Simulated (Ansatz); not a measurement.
```yaml
crystal:
  periodic: [false, false, false]
  atoms:
    - {symbol: C, position_ang: [-1.421170, 1.703455, -1.195318]}
    - {symbol: Al, position_ang: [-1.034045, 1.414849, 0.682940]}
    - {symbol: Cl, position_ang: [1.246295, 1.184551, 0.943305]}
    - {symbol: Al, position_ang: [0.945823, -1.087002, 1.208881]}
    - {symbol: C, position_ang: [1.496498, -1.983461, -0.420267]}
    - {symbol: Cl, position_ang: [-1.344923, -0.818489, 1.169453]}
    - {symbol: H, position_ang: [-0.910236, 0.975690, -1.831313]}
    - {symbol: H, position_ang: [-2.494390, 1.622811, -1.393182]}
    - {symbol: H, position_ang: [-1.105911, 2.702101, -1.512856]}
    - {symbol: H, position_ang: [-1.566773, 2.242538, 1.913660]}
    - {symbol: H, position_ang: [1.351619, -1.445287, 2.688917]}
    - {symbol: H, position_ang: [1.061434, -1.515825, -1.307525]}
    - {symbol: H, position_ang: [2.584822, -1.961716, -0.532488]}
    - {symbol: H, position_ang: [1.190957, -3.034207, -0.414207]}
basis:
  gaussian: {orbitals: 6-31G}
total_charge: -2
hamiltonian: {xc: {name: rPW86-PBE}}
```

```sh
$ ansatz run in.yaml --threads 2 --pin off --events-out ev --progress --plain --max-ram 31744MiB --backend cpu
```

Output, abridged:

```
Functional definition: rPW86-PBE
1066 factors; integrals over basis functions are off by at most 2.0e-4 eV
mean field evaluation 1: about -40465.9402 eV, gradient 6.0e1 eV
mean field evaluation 2: about -40440.5649 eV, gradient 1.1e2 eV
mean field evaluation 4: about -40478.5044 eV, gradient 5.1e0 eV
mean field evaluation 8: about -40478.5830 eV, gradient 3.9e-1 eV
mean field evaluation 16: about -40478.5841 eV, gradient 8.4e-5 eV
mean field -40478.58405545 eV, -1487.5605266682 hartree, gradient 8.4e-5 eV, S^2 0.000000; 2 other end points of the search recorded, 0 dependent functions left out
reference -40478.58419757 eV, -1487.5605318908 hartree; 41, 41 occupied and 45, 45 virtual orbitals, 1066 factors
Total energy: -40478.58419757 eV, -1487.5605318908 hartree
```

In this input the charge is far from anything that the molecule holds. The run converged. The result belongs to that input, not to the molecule as meant.
